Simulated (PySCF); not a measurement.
Nb(O)(F)(Me)2 (C2H6FNbO), SMILES [F][Nb]([CH3])(=[O])[CH3], multiplicity 1.

Geometry optimised at PBE0-D3(BJ)/def2-SVP. The multiplicity is an assumed one; other spin states were not compared. The def2 effective core potentials stand for the cores of Nb; spin–orbit coupling is left out.

Two levels are set side by side: TDDFT-PBE/def2-SVPD (PySCF) and TDDFT-M06-2X/def2-SVPD (PySCF). Vertical, same geometry. The lowest singlet is HOMO→LUMO 99 % with PBE and HOMO→LUMO 96 % with the other functional; states are paired by order. Differences are taken from unrounded values.

```json
[
 {"quantity": "lowest singlet excitation (eV)", "TDDFT-M06-2X": "4.31", "TDDFT-PBE": "4.24", "TDDFT-PBE minus TDDFT-M06-2X": "-0.07"},
 {"quantity": "lowest triplet excitation (TDA) (eV)", "TDDFT-M06-2X": "4.06", "TDDFT-PBE": "3.88", "TDDFT-PBE minus TDDFT-M06-2X": "-0.18"}
]
```

Rough cost on one machine, each run with all the roots and properties that it gave: TDDFT-M06-2X against TDDFT-PBE about 10 times.
